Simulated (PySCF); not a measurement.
A PySCF script (with the pyscf-properties extension) for the NMR shieldings of SMILES CCC#C[B@@H-](O)[NH2+]C, C5H12BNO, on a GFN2-xTB geometry:

```python
import basis_set_exchange as bse
import numpy as np
from pyscf import gto, dft
from pyscf.prop import nmr

atoms = """
C     3.680706    0.270552   -0.624035
C     2.718116   -0.912714   -0.512719
C     1.411839   -0.493934   -0.027326
C     0.330892   -0.154997    0.380199
B    -1.045450    0.362267    0.889430
O    -1.285546    1.750007    0.794955
N    -2.140917   -0.360416   -0.341133
C    -3.539552   -0.026819   -0.110248
H     3.293876    1.014117   -1.318535
H     4.653666   -0.064690   -0.979468
H     3.808957    0.745136    0.346463
H     2.599855   -1.386615   -1.494066
H     3.132137   -1.659258    0.173109
H    -1.457263   -0.111553    1.897095
H    -0.703414    2.180257    0.170776
H    -1.977110   -1.361406   -0.326354
H    -1.820587    0.012084   -1.229663
H    -3.611921    1.052840    0.008508
H    -3.865491   -0.490842    0.817741
H    -4.187941   -0.353337   -0.927462
"""
names = dict.fromkeys(["C", "B", "O", "N", "H"], "pcSseg-1")
basis = {el: gto.basis.parse(bse.get_basis(n, elements=[el], fmt="nwchem")) for el, n in names.items()}
mol = gto.M(atom=atoms, basis=basis, charge=0, verbose=0)
mf = dft.RKS(mol, xc="PBE0")
mf.grids.level = 2
mf.grids.alignment = dft.numint.BLKSIZE   # the property module wants whole blocks of grid points
mf.conv_tol = 1e-9
mf.kernel()

calc = nmr.RKS(mf)   # GIAO
C = mf.mo_coeff
Co = C[:, mf.mo_occ > 0]
resp = mf.gen_response(singlet=True, hermi=2)
def vind(x):   # induced exchange potential for any number of trial vectors
    d = np.einsum("pi,xij,qj->xpq", C, 2 * x.reshape(-1, C.shape[1], Co.shape[1]), Co, optimize=True)
    return np.einsum("xpq,pi,qj->xij", resp(d - d.transpose(0, 2, 1)), C, Co, optimize=True).ravel()
mo1, _ = nmr.rhf.solve_mo1(calc, with_cphf=vind)
sigma = calc.kernel(mo1)
for i, s in enumerate(sigma):   # ppm
    print("%2d %-2s %9.2f" % (i, mol.atom_pure_symbol(i), np.trace(s) / 3))
```

Problem. Give the expected output.

Solution. 
```
 0 C     169.47
 1 C     170.20
 2 C      82.36
 3 C      89.02
 4 B     105.24
 5 O     280.76
 6 N     194.23
 7 C     158.59
 8 H      30.59
 9 H      30.72
10 H      30.43
11 H      29.51
12 H      29.37
13 H      28.60
14 H      31.07
15 H      29.59
16 H      30.33
17 H      28.46
18 H      29.36
19 H      29.33
```

These numbers come from an equivalent density-fitted implementation of the same equations, which agrees with the script to about 0.01 ppm for H and up to a few tenths of a ppm for heavy atoms, so last digits may differ.

Size and cost of the density-fitted run: 196 basis functions, 59 s wall time on 1 thread of an Arm Neoverse N1, shared host; peak memory 0.85 GiB.
